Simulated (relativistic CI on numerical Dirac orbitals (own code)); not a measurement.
# Ta²⁺: 5p photoemission

Computed with this model: Dirac-Coulomb-Breit CI, separate exchange-only KLI orbitals for each configuration, QED by a radiative potential, valence Slater integrals scaled by 0.9, multiplet model of photoemission in the sudden approximation; configurations [Xe] 4f14 5d3 → [Kr] 4d10 4f14 5s2 5p5 5d3; 80 K; Lorentzian 1.05 eV and Gaussian 0.6 eV FWHM. Energies are those of the free ion, without screening or charge transfer. The energies are binding energies and can lie tens of eV above those of solids. S is read from ⟨S²⟩ = S(S + 1).

Field parameters in Wybourne normalisation: Td as Oh with Dq negative (B⁴₀ = 21Dq, B⁴₄ = √(5/14) B⁴₀). The field is a parameter set, without covalency.

free ion: ground-state S = 1.46, centroid 61.68 eV. Peaks (eV, height): 56.4 (100), 57.6 (71), 61.6 (28), 70.8 (27), 74.6 (27).

Td, 10Dq = -6800 cm⁻¹: ground-state S = 1.43, centroid 61.73 eV. Peaks (eV, height): 56.4 (100), 61.8 (25), 65.4 (11), 70.0 (20), 71.2 (18), 74.8 (17).

Td, 10Dq = -11100 cm⁻¹: ground-state S = 1.25, centroid 61.77 eV. Peaks (eV, height): 56.6 (100), 62.0 (21), 66.2 (11), 68.2 (20), 70.0 (18), 72.2 (18), 74.0 (12), 75.2 (11).

Td, 10Dq = -15400 cm⁻¹: ground-state S = 0.81, centroid 61.90 eV. Peaks (eV, height): 57.2 (100), 62.0 (19), 67.6 (33), 72.6 (19).

Td, 10Dq = -19750 cm⁻¹: ground-state S = 0.60, centroid 61.98 eV. Peaks (eV, height): 57.4 (100), 62.6 (16), 67.6 (38), 71.2 (9), 71.8 (9), 73.2 (13).

Strongest unbroadened transitions for Td, 10Dq = -6800 cm⁻¹:

```tsv
Energy (eV)	Relative strength
56.07	62.7
56.22	85.0
56.27	73.9
56.48	29.8
56.50	70.6
56.55	100.0
56.60	57.7
57.31	52.2
57.49	23.4
57.55	24.1
58.07	80.2
58.30	48.1
61.65	24.6
62.96	19.1
71.23	27.6
71.36	19.6
72.40	21.1
74.82	40.2
```
